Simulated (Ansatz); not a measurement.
Basis sets compared for Ga(PH3)H3 (GaPH₆). The state is a singlet with charge 0. Geometry PBE0-D4/def2-TZVP. Ansatz on 4 threads of Arm Neoverse V2 on a shared host; times are rough, and most runs start from earlier orbitals.

```xyz
8

Ga    0.4876    0.4249   -1.2979
P    -0.3560   -0.3140    0.9619
H     0.2088   -1.4516    1.5746
H    -1.7147   -0.6660    1.0972
H    -0.2671    0.5703    2.0566
H     0.2058   -0.9331   -2.0479
H     1.9651    0.7545   -0.8586
H    -0.5293    1.6151   -1.4859
```

Binding counts from free atoms (Ga doublet, P quartet, H doublet) in the same basis, without a counterpoise term.

| level | functions | energy (Eh) | HOMO (eV) | LUMO (eV) | binding per atom (eV) | wall time |
| --- | --- | --- | --- | --- | --- | --- |
| HF/STO-3G | 33 | -2241.2595 | -5.49 | 9.01 | – | 0.1 s |
| PBE-D4/def2-SVP | 80 | -2268.9553 | -6.55 | -0.65 | 2.41 | 0.4 s |
| PBE0-D4/def2-SVP | 80 | -2269.0362 | -7.79 | 0.18 | 2.41 | 0.65 s |

Problem. Estimate the rows for HF/def2-TZVP, PBE-D4/def2-TZVP, PBE0-D4/def2-TZVP (with forces).

Solution. 
```csv
level,functions,energy (Eh),HOMO (eV),LUMO (eV),binding per atom (eV),wall time
HF/def2-TZVP,121,-2267.4585,-10.88,2.68,1.79,0.4 s
PBE-D4/def2-TZVP,121,-2269.3267,-6.66,-0.99,2.42,0.6 s
PBE0-D4/def2-TZVP (with forces),121,-2269.4039,-7.87,-0.08,2.42,1 s
```
